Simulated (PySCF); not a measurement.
## Correlation energy of Al (aluminium, neutral)

[Ne] 3s2 4s1, 2S determinant (an excited configuration). Computed with PySCF 2.14 in aug-cc-pV(T+d)Z with one added diffuse shell each of s, p, d, f type (7s6p5d3f, 71 functions), with the non-relativistic Hamiltonian (point nucleus). Frozen: [Ne]; 3 electrons correlated.

```json
{"level": "CCSD", "correlation energy (mhartree)": "-45.04"}
{"level": "(T)", "correlation energy (mhartree)": "-0.77"}
{"level": "CCSD(T)", "correlation energy (mhartree)": "-45.81"}
```

Diagnostics: T1 = 0.028, D1 = 0.0679, largest double amplitude 0.098.

The outer electron is Rydberg-like, and this basis confines it to a smaller radius and binds it less than a complete one would.

Cost of the coupled-cluster step: roughly 7 core-seconds, for 3 correlated electrons.
